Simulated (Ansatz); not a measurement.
Si(vinyl)3Br (C6H9BrSi). The state is a singlet with charge 0. Geometry r2SCAN-D4/def2-SVP; atoms count from 1.

```
atom   x (Å)   y (Å)   z (Å)
 Si1   0.049  -0.067  -0.009
  C2  -0.284   0.668  -1.694
  C3   0.165   0.199  -2.868
  H4  -0.912   1.573  -1.707
  H5   0.794  -0.697  -2.925
  H6  -0.077   0.691  -3.818
  C7  -1.564  -0.558   0.798
  C8  -1.918  -1.794   1.179
  H9  -2.283   0.260   0.969
 H10  -1.249  -2.651   1.038
 H11  -2.887  -1.999   1.648
 C12   0.937   1.180   1.062
 C13   2.150   1.032   1.615
 H14   0.398   2.123   1.249
 H15   2.739   0.118   1.469
 H16   2.603   1.814   2.235
Br17   1.341  -1.891  -0.242
```

Question: Estimate the Mulliken populations from the PBE0/def2-TZVP orbitals of Ansatz.

Answer: 
```csv
atom,charge (e)
Si1,0.51
C2,-0.23
C3,-0.25
H4,0.12
H5,0.14
H6,0.13
C7,-0.23
C8,-0.25
H9,0.12
H10,0.14
H11,0.13
C12,-0.23
C13,-0.25
H14,0.12
H15,0.14
H16,0.13
Br17,-0.25
```
Mulliken values depend strongly on the basis.

Question: And the Mayer bond orders between heavy atoms (over 0.3)?

Answer: Si1–C2 1.00 (1.87 Å); Si1–C7 1.00 (1.87 Å); Si1–C12 1.00 (1.87 Å); Si1–Br17 1.03 (2.25 Å); C2–C3 1.96 (1.34 Å); C7–C8 1.96 (1.34 Å); C12–C13 1.96 (1.34 Å).
